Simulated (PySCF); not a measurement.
C4H7BN2, SMILES CB1C=NCN=C1.

Geometry: PBE0-D3(BJ)/def2-SVP. The structure was generated by enumeration, and PubChem lists no compound with its InChIKey, so it may never have been made. Other conformers were not sampled.

The numbers are results of M06-2X/def2-TZVP (PySCF), not measurements.

The molecule is in vacuum.

Computed frontier levels, gap, dipole moment and polarisability:
The highest occupied level is -7.88 eV, the lowest empty level is -1.54 eV and the orbital gap is 6.34 eV. The dipole moment is 1.63 D and the quadrupole, principal values (traceless, Buckingham form, about the centre of nuclear charge) comes out as -6.03, 2.26, 3.77 D·Å. The mean static polarisability comes out as 71.9 bohr³ (10.66 Å³) and the polarisability, principal values comes out as 48.3, 69.5, 97.9 bohr³.
